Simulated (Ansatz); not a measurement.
Consider the formal exchange of groups at the Si–C bond: `OC[SiH](F)F` + `BOCO` → `BOC[SiH](F)F` + `OCO`.

Calculated with Ansatz (gas phase, PBE0-D4/def2-TZVP geometries, no zero-point term in ΔE). CCSD(T)/CBS adds triple-zeta CCSD(T) − MP2 to the extrapolated MP2 energy (def2 sets, frozen cores). This one scheme is used for every species. DFT in def2-TZVPP. B3LYP here is the variant with VWN-RPA as its local correlation; programs differ in this. Each species was taken in one conformer, which may not be the lowest.

```json
{"level": "PBE-D4", "ΔE (kcal/mol)": "-2.4", "difference from CCSD(T)/CBS": "0.3"}
{"level": "PBE", "ΔE (kcal/mol)": "-2.3", "difference from CCSD(T)/CBS": "0.4"}
{"level": "PBE0", "ΔE (kcal/mol)": "-2.3", "difference from CCSD(T)/CBS": "0.4"}
{"level": "B3LYP", "ΔE (kcal/mol)": "-2.5", "difference from CCSD(T)/CBS": "0.2"}
{"level": "MP2/def2-TZVPP", "ΔE (kcal/mol)": "-2.8", "difference from CCSD(T)/CBS": "-0.1"}
{"level": "SCS-MP2/def2-TZVPP", "ΔE (kcal/mol)": "-2.7", "difference from CCSD(T)/CBS": "0.0"}
{"level": "HF/def2-QZVPP", "ΔE (kcal/mol)": "-2.7", "difference from CCSD(T)/CBS": "0.0"}
{"level": "HF/CBS(def2)", "ΔE (kcal/mol)": "-2.7", "difference from CCSD(T)/CBS": "0.0"}
{"level": "MP2/CBS(def2)", "ΔE (kcal/mol)": "-2.7", "difference from CCSD(T)/CBS": "0.0"}
{"level": "CCSD/CBS(def2)", "ΔE (kcal/mol)": "-2.7", "difference from CCSD(T)/CBS": "0.0"}
{"level": "CCSD(T)/CBS", "ΔE (kcal/mol)": "-2.7", "difference from CCSD(T)/CBS": "0"}
```

Largest T1 diagnostic among the species: 0.013.
